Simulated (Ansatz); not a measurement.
`[F][Ti]([F])([Cl])[SeH]`, relaxed with RKS PBE0-D4/def2-TZVP in Ansatz from a PBE-D4/def2-SVP geometry. The force threshold is 0.005 eV/Å; the program also tests the step.

The species carries charge 0 and has multiplicity 1.

Start:

```xyz
6

F     1.736    0.017   -0.630
Ti    0.303   -0.400    0.267
F     0.128   -2.110    0.512
Cl    0.345    0.653    2.191
Se   -1.634    0.299   -1.008
H    -0.877    1.541   -1.333
```

| step | energy (eV) | largest force (eV/Å) | largest move (Å) |
| --- | --- | --- | --- |
| 1 | -106425.0072 | 0.279 | 0.000 |
| 2 | -106425.0132 | 0.087 | 0.030 |
| 3 | -106425.0140 | 0.085 | 0.021 |
| 4 | -106425.0143 | 0.022 | 0.005 |
| 5 | -106425.0143 | 0.007 | 0.006 |
| 6 | -106425.0143 | 0.002 | 0.003 |

End:

```xyz
6

F     1.742    0.016   -0.627
Ti    0.309   -0.395    0.270
F     0.110   -2.102    0.506
Cl    0.345    0.651    2.183
Se   -1.610    0.292   -1.001
H    -0.895    1.538   -1.330
```

Run time 34 s (4 threads of an Arm Neoverse V2 on a shared host); peak host memory 0.69 GiB.
